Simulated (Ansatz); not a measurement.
Abridged output of a molecular run in Ansatz:

```
Functional definition: HF
1763 factors; integrals over basis functions are off by at most 9.0e-4 eV
mean field evaluation 1: about -38515.6415 eV, gradient 2.5e1 eV
mean field evaluation 2: about -38516.0625 eV, gradient 2.5e1 eV
mean field evaluation 4: about -38518.5774 eV, gradient 3.8e0 eV
mean field evaluation 8: about -38518.6374 eV, gradient 2.0e-1 eV
mean field evaluation 16: about -38518.6377 eV, gradient 1.5e-6 eV
mean field -38518.63769116 eV, -1415.5338262798 hartree, gradient 1.5e-6 eV, S^2 0.000000; 0 other end points of the search recorded, 0 dependent functions left out
21 core orbitals not correlated: weight in the atoms' cores, before any rotation towards them, 1.000 or more for the frozen orbitals, at most 0.000 for the correlated occupied ones
reference -38518.63769116 eV, -1415.5338262798 hartree; 16, 16 occupied and 274, 274 virtual orbitals, 1763 factors
second order -21.28333692 eV of doubles, -0.00000000 eV of singles
cycle   1  -22.67766036 eV  change    -1.4e0 eV  update   1.1e-1
cycle   2  -23.37243594 eV  change   -6.9e-1 eV  update   3.4e-2
cycle   3  -23.47715085 eV  change   -1.0e-1 eV  update   1.5e-2
cycle   4  -23.46824960 eV  change    8.9e-3 eV  update   4.1e-3
cycle   5  -23.46676019 eV  change    1.5e-3 eV  update   1.8e-3
cycle   6  -23.46649021 eV  change    2.7e-4 eV  update   5.8e-4
cycle   7  -23.46633782 eV  change    1.5e-4 eV  update   2.3e-4
cycle   8  -23.46642134 eV  change   -8.4e-5 eV  update   9.5e-5
cycle   9  -23.46644410 eV  change   -2.3e-5 eV  update   3.8e-5
perturbative correction -1.04188958 eV, -0.0382887359 hartree
Total energy: -38543.14602484 eV, -1416.4344909303 hartree
```

Its atoms:

```xyz
13

C    -0.0120    2.3505    1.4000
S     0.1834    1.8436   -0.3163
S    -1.5446    0.7759   -0.6464
Si   -0.7945   -1.1445   -0.0314
Si    0.8651   -1.8981   -1.4956
H     0.8777    2.9366    1.6421
H    -0.8982    2.9722    1.5203
H    -0.0621    1.4850    2.0604
H    -0.2963   -1.0471    1.3682
H    -1.9678   -2.0639   -0.0521
H     1.9778   -0.9192   -1.5848
H     0.2671   -2.0886   -2.8437
H     1.4045   -3.2025   -1.0206
```

Task: Which basis set was used?
A. def2-QZVPP
B. cc-pV(Q+d)Z
C. def2-TZVPP
D. cc-pV(D+d)Z

Result: C. It gives 311 functions.

Task: Write the keys of the input that set method, charge and spin (a neutral closed shell needs none for the last two).

Result: 
```yaml
correlation: {method: ccsd_t}
```
